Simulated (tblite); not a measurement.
Compound: C2H10SSi3.
Numbering: `[SiH3:1][C@@H:2]1[CH2:3][SiH2:4][S:5][SiH2:6]1` (hydrogens: H7, H8, H9 on Si1; H10 on C2; H11, H12 on C3; H13, H14 on Si4; H15, H16 on Si6)

Structure used (GFN2-xTB), in Å, numbered top down from 1:
```xyz
16
C2H10SSi3 angstrom
Si     2.1284   -0.1735    0.8375
C      0.3426    0.3141    0.3962
C     -0.5871   -0.9077    0.3953
Si    -2.3257   -0.4582   -0.2453
S     -1.9159    1.0598   -1.7128
Si     0.1812    1.2499   -1.2549
H      2.9583    1.0300    0.8759
H      2.6355   -1.1032   -0.1730
H      2.1324   -0.8346    2.1451
H     -0.0100    1.0000    1.1760
H     -0.1632   -1.6849   -0.2462
H     -0.6445   -1.3383    1.3968
H     -3.1592    0.1365    0.7955
H     -2.9868   -1.5669   -0.9190
H      0.4804    2.6697   -1.1391
H      0.9261    0.6163   -2.3391
```

Level: GFN2-xTB in tblite, geometry and Hessian alike; calculated harmonic values, unscaled, isolated species. This tight-binding method is rough: wavenumbers can miss measured ones by several per cent, in bad cases by 10 to 20. Modes of hydrogen on silicon can be 10 to 20 % off. One conformer, not necessarily the lowest.

Harmonic wavenumbers (cm⁻¹): 53.8, 100.4, 122.2, 157.2, 228.5, 262.3, 310.3, 455.8, 470.2, 482.4, 493.2, 514.5, 531.1, 539.3, 551.8, 633.4, 660.8, 690.2, 757.4, 762.9, 767.2, 777.2, 790.7, 795.1, 798.3, 854.8, 1053.4, 1082.5, 1116.6, 1229.2, 1287.3, 1486.2, 2250.8, 2262.2, 2274.1, 2283.0, 2288.7, 2322.6, 2327.5, 2896.4, 2944.3, 2969.1.

A = 2637, B = 1014, C = 766.1 MHz; mass 149.981 u (most abundant isotopes); point group C1, symmetry number 1.

**Question.** Zero-point energy?

**Answer.** Half the sum of the wavenumbers: 22817 cm⁻¹ = 272.96 kJ/mol.

**Question.** Entropy at 298.15 K, 1 bar (ideal gas, RRHO, classical rotation)?

**Answer.** Translation 171.34, rotation 123.18, vibration 112.86: S = 407.4 J/(mol K).

**Question.** And Cp and H(298.15 K) − H(0)?

**Answer.** Cp = 168.33 J/(mol K), of which vibrations give 135.07 (their classical limit is 42 R = 349.2); H(298.15 K) − H(0) = 28.85 kJ/mol without the zero-point energy, 18.94 from vibrations.

**Question.** How do the functions run with temperature in this model?

**Answer.** 
```tsv
T (K)	S (J/(mol K))	Cp (J/(mol K))	H − H(0) (kJ/mol)	G − H(0) (kJ/mol)	ln q(vib)
150	319.0	94.9	9.17	-38.68	2.34
250	379.7	146.4	21.26	-73.66	4.72
400	462.3	205.4	47.99	-136.94	8.58
600	555.6	253.9	94.30	-239.03	13.69
900	667.7	298.2	177.69	-423.20	20.71
```

q(vib) and H(0) count from the zero-point level.

**Question.** What must be added to the electronic energy to get the Gibbs energy at 298.15 K and 1 bar?

**Answer.** ZPE + [H(298.15 K) − H(0)] − T·S = 272.96 + 28.85 − 121.46 = 180.35 kJ/mol.

**Question.** Which modes carry the vibrational entropy at 298.15 K?

**Answer.** 53.8 cm⁻¹: 19.55; 100.4 cm⁻¹: 14.42; 122.2 cm⁻¹: 12.83; 157.2 cm⁻¹: 10.81; 228.5 cm⁻¹: 7.91; 262.3 cm⁻¹: 6.89 J/(mol K); the other 36 give 40.46 together.

Hindered rotation and anharmonicity are outside this model. Other conformers, if any are populated, would add a mixing term that is left out. The structure is chiral; the term R ln 2 for an equal mix with its mirror image is left out.
